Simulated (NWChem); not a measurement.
# Ionisation of trifluoroacetic acid (C₂HF₃O₂)

```xyz
8

O      1.5705    -0.8591     0.3980
C      0.9184     0.2240    -0.0010
O      1.4066     1.2708    -0.3021
C     -0.5972    -0.0499    -0.0293
F     -1.0236    -0.4051     1.1793
F     -1.2477     1.0323    -0.4109
F     -0.8688    -1.0374    -0.8780
H      2.5173    -0.6463     0.4007
```
Charge 0, spin multiplicity 1.

Program: NWChem. All single points use one geometry, from PBE0/def2-SVP, a minimum by its harmonic frequencies. It is one conformer; others weren't searched.

Basis set: def2-SVP. −ε marks an orbital energy of the parent.

B3LYP has NWChem's definition, with VWN1-RPA local correlation.

Question: Order these methods by the first vertical ionisation energy they give, lowest first: −ε(HOMO) of HF, −ε(HOMO) of BLYP, −ε(HOMO) of PBE, −ε(HOMO) of B3LYP, G0W0@PBE0.

Answer: −ε(HOMO) of BLYP (6.94 eV), −ε(HOMO) of PBE (7.07 eV), −ε(HOMO) of B3LYP (8.66 eV), G0W0@PBE0 (11.12 eV), −ε(HOMO) of HF (13.77 eV)
